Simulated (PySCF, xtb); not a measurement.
CH4BBrO, SMILES CB(O)Br. The values are those of a single conformer.

Harmonic wavenumbers (cm⁻¹) from GFN2-xTB run with xtb at its own minimum, in rising order: 86, 237, 307, 373, 495, 637, 853, 872, 889, 1041, 1341, 1394, 1479, 1479, 3003, 3019, 3052, 3574.

Question: What does PBE-D3(BJ)/def2-SVP run with PySCF 2.14.0 give at its own minimum? (Estimate from the structure and the level; the computed values follow.)

Answer: 83, 249, 317, 397, 514, 624, 821, 843, 910, 1119, 1261, 1355, 1380, 1416, 2979, 3060, 3088, 3710. Paired by order, the mean absolute difference is 42 cm⁻¹ and the zero-point energies are 34.5 and 34.5 kcal/mol.
